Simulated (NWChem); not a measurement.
# CH3AlF2; SMILES [CH3][Al]([F])[F]

```xyz
7

Al    -0.0050     0.0473     0.0006
C     -0.0085    -1.8796     0.0014
H      0.4851    -2.2673    -0.9046
H     -1.0281    -2.2908     0.0396
H      0.5553    -2.2701     0.8638
F     -1.3995     0.9461    -0.0011
F      1.4054     0.9212    -0.0009
```
Atoms are numbered in this order, from 1.

Computed with NWChem. Pople sets run with spherical d functions. The geometry was optimised at PBE0/def2-SVP. GIAO values for the isolated, static molecule; σ is the absolute isotropic shielding.

| level | basis functions | σ Al1 (ppm) | σ C2 (ppm) | σ H3 (rotor mean) (ppm) | σ F6 (ppm) | σ F7 (ppm) |
|---|---|---|---|---|---|---|
| B3LYP/6-31G* | 66 | 489.6 | 206.1 | 32.39 | 322.9 | 324.3 |
| B3LYP/6-311G** | 98 | 439.6 | 203.1 | 32.14 | 321.4 | 322.2 |
| B3LYP/def2-SVP | 75 | 480.5 | 208.1 | 31.86 | 324.8 | 328.4 |
| B3LYP/def2-TZVP | 148 | 439.7 | 201.8 | 31.95 | 329.7 | 331.5 |
| B3LYP/IGLO-II | 119 | 441.0 | 202.0 | 32.13 | 328.5 | 331.8 |
| B3LYP/IGLO-III | 179 | 441.8 | 199.9 | 31.77 | 336.3 | 338.2 |
| B3LYP/pcSseg-2 | 193 | 435.4 | 200.2 | 31.57 | 335.1 | 336.4 |
